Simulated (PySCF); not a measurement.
# Working out the ionisation energy of As²⁺

As²⁺ [Ar] 3d10 4s2 4p1 (2P) → As³⁺ [Ar] 3d10 4s2 (1S). Computed with PySCF 2.14 in x2c-TZVPPall with one added diffuse shell each of s, p, d type (7s6p5d1f, 57 functions), with the spin-free X2C one-electron Hamiltonian (Gaussian nucleus). Frozen: [Ne]. Energies in hartree (1 hartree = 27.21139 eV):

```tsv
part	As²⁺ (lower)	As³⁺ (upper)
UHF	-2258.005295	-2256.998297
CCSD correlation	-0.285261	-0.268617
(T)	-0.006016	-0.005093
```

Question: What does Hartree-Fock give?

Answer: (-2256.998297) − (-2258.005295) = 1.006998 hartree = 27.402 eV.

Question: What do CCSD and CCSD(T) give?

Answer: The CCSD correlation energies differ by 0.016644 hartree = 0.453 eV and the triples by 0.000923 hartree = 0.025 eV, so CCSD gives 27.855 eV and CCSD(T) 27.880 eV.

A first-order spin-orbit estimate adds 0.224 eV to CCSD(T) (valence and next inner shell), giving 28.104 eV against 28.349 ± 0.012 eV (measured; NIST Atomic Spectra Database, ionization energies).

What remains against the reference includes basis incompleteness, the frozen core and higher excitations.
